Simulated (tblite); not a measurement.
Species: C2H11NOSi4.
Atom-mapped SMILES: `[N:1]#[C:2][CH2:3][Si@H:4]([SiH3:5])[SiH2:6][O:7][SiH3:8]` (hydrogens: H9, H10 on C3; H11 on Si4; H12, H13, H14 on Si5; H15, H16 on Si6; H17, H18, H19 on Si8)

Computed with GFN2-xTB (tblite), gas phase: L-BFGS steps from a force-field or distance-geometry start until the largest atomic force falls under 0.01 eV/Å.

Step 81: E = -648.9974 eV
```
atom  x, y, z in Å  |  force x, y, z in eV/Å
N1     -3.0890   -1.6809   -1.8020   -0.002  -0.007  -0.017
C2     -2.5909   -1.7158   -0.7707    0.003   0.010  -0.001
C3     -1.9336   -1.7044    0.4896    0.003  -0.007  -0.003
Si4    -0.5923   -0.2971    0.5300    0.011   0.005  -0.030
Si5    -1.7505    1.7202    0.3382    0.001   0.011  -0.001
Si6     1.0527   -0.7233   -1.0468   -0.008   0.001   0.033
O7      2.2937    0.2230   -0.5907   -0.021  -0.002  -0.009
Si8     3.4253    1.0046    0.2552   -0.003   0.012  -0.004
H9     -1.4866   -2.6829    0.6646    0.015  -0.014  -0.003
H10    -2.6717   -1.5260    1.2713   -0.013  -0.007   0.003
H11    -0.0826   -0.4840    1.9137   -0.001   0.012   0.018
H12    -0.8492    2.8009   -0.0729   -0.001   0.005   0.008
H13    -2.8168    1.6194   -0.6613    0.004   0.009   0.003
H14    -2.3979    2.1668    1.5785    0.009  -0.002   0.007
H15     1.6081   -2.0799   -1.1280    0.000  -0.021   0.007
H16     0.7389   -0.2594   -2.3992   -0.007  -0.004  -0.015
H17     2.9545    2.3839    0.3659    0.001  -0.001  -0.002
H18     3.5161    0.3635    1.5666    0.009  -0.001   0.003
H19     4.6620    0.8806   -0.5095    0.001   0.000   0.004
```

Step 82: E = -648.9978 eV
```
atom  x, y, z in Å  |  force x, y, z in eV/Å
N1     -3.0764   -1.6777   -1.8110   -0.012  -0.006  -0.036
C2     -2.5858   -1.7141   -0.7764    0.010   0.005   0.005
C3     -1.9366   -1.7050    0.4878    0.000  -0.003  -0.005
Si4    -0.5938   -0.2999    0.5358    0.025   0.001  -0.039
Si5    -1.7472    1.7196    0.3421   -0.001   0.014  -0.005
Si6     1.0515   -0.7281   -1.0414   -0.001   0.023   0.055
O7      2.2881    0.2263   -0.5881   -0.021  -0.017  -0.003
Si8     3.4254    1.0078    0.2502   -0.011   0.013  -0.012
H9     -1.4946   -2.6851    0.6660    0.019  -0.014  -0.001
H10    -2.6794   -1.5232    1.2636   -0.022  -0.009   0.018
H11    -0.0914   -0.4880    1.9220    0.004   0.011   0.015
H12    -0.8471    2.8014   -0.0688    0.002   0.001   0.013
H13    -2.8116    1.6209   -0.6597    0.000   0.007   0.004
H14    -2.3956    2.1638    1.5829    0.007   0.001   0.006
H15     1.6097   -2.0833   -1.1224    0.005  -0.024   0.010
H16     0.7373   -0.2652   -2.3931   -0.015  -0.004  -0.030
H17     2.9527    2.3863    0.3600    0.004   0.005  -0.001
H18     3.5265    0.3713    1.5627    0.004  -0.008   0.009
H19     4.6584    0.8815   -0.5196    0.005   0.002  -0.002
```

Step 83: E = -648.9982 eV
```
atom  x, y, z in Å  |  force x, y, z in eV/Å
N1     -3.0606   -1.6737   -1.8229   -0.011  -0.006  -0.030
C2     -2.5796   -1.7124   -0.7838    0.009  -0.001  -0.001
C3     -1.9408   -1.7064    0.4858   -0.007   0.002  -0.006
Si4    -0.5957   -0.3038    0.5416    0.028  -0.001  -0.031
Si5    -1.7438    1.7188    0.3467   -0.001   0.012  -0.007
Si6     1.0493   -0.7328   -1.0349    0.006   0.031   0.055
O7      2.2807    0.2293   -0.5831   -0.009  -0.022   0.007
Si8     3.4256    1.0123    0.2441   -0.017   0.008  -0.015
H9     -1.5050   -2.6885    0.6687    0.020  -0.005  -0.003
H10    -2.6894   -1.5200    1.2549   -0.023  -0.012   0.021
H11    -0.1005   -0.4926    1.9309    0.004   0.009   0.005
H12    -0.8430    2.8003   -0.0633    0.004   0.000   0.018
H13    -2.8058    1.6232   -0.6578   -0.005   0.006   0.006
H14    -2.3925    2.1601    1.5885    0.006   0.005   0.002
H15     1.6095   -2.0874   -1.1141    0.008  -0.018   0.012
H16     0.7359   -0.2722   -2.3876   -0.019  -0.007  -0.030
H17     2.9515    2.3900    0.3529    0.005   0.009  -0.002
H18     3.5405    0.3821    1.5586   -0.003  -0.013   0.008
H19     4.6539    0.8830   -0.5326    0.004   0.004  -0.007
```

Question: Estimate the geometry and energy of step 84. (The exact step hangs on the optimiser's Hessian estimate; all steps are aligned on step 83, rigid shifts and turns removed.)

Answer: E = -648.9985 eV, largest force 0.038 eV/Å
```
atom  x, y, z in Å  |  force x, y, z in eV/Å
N1     -3.0464   -1.6707   -1.8337   -0.006  -0.005  -0.021
C2     -2.5738   -1.7117   -0.7907    0.004  -0.007  -0.002
C3     -1.9448   -1.7083    0.4839   -0.011   0.006  -0.004
Si4    -0.5979   -0.3072    0.5454    0.017  -0.001  -0.010
Si5    -1.7412    1.7184    0.3505    0.001   0.006  -0.005
Si6     1.0468   -0.7360   -1.0292    0.011   0.020   0.030
O7      2.2735    0.2312   -0.5766    0.010  -0.017   0.015
Si8     3.4255    1.0166    0.2386   -0.014   0.001  -0.011
H9     -1.5139   -2.6922    0.6708    0.018   0.009  -0.007
H10    -2.6981   -1.5179    1.2476   -0.019  -0.017   0.014
H11    -0.1079   -0.4953    1.9375    0.002   0.006  -0.008
H12    -0.8382    2.7986   -0.0576    0.004   0.002   0.020
H13    -2.8015    1.6271   -0.6561   -0.008   0.007   0.009
H14    -2.3888    2.1563    1.5942    0.005   0.008  -0.005
H15     1.6073   -2.0915   -1.1049    0.009  -0.005   0.012
H16     0.7356   -0.2788   -2.3846   -0.017  -0.014  -0.014
H17     2.9507    2.3940    0.3471    0.006   0.012  -0.006
H18     3.5539    0.3925    1.5550   -0.010  -0.015   0.003
H19     4.6495    0.8840   -0.5446   -0.001   0.006  -0.010
```

The energy changes by -0.0003 eV. The first-order estimate −F·Δx gives -0.0004 eV and the mean of the old and new forces, exact on a quadratic surface, -0.0003 eV. The step makes an angle of 85° with the force vector and moves no atom by more than 0.018 Å.

What follows is the cost of the whole relaxation. Hardware: an Arm Neoverse V1 with one thread, no GPU, on a shared host. Cost: 2.2 s of wall time.
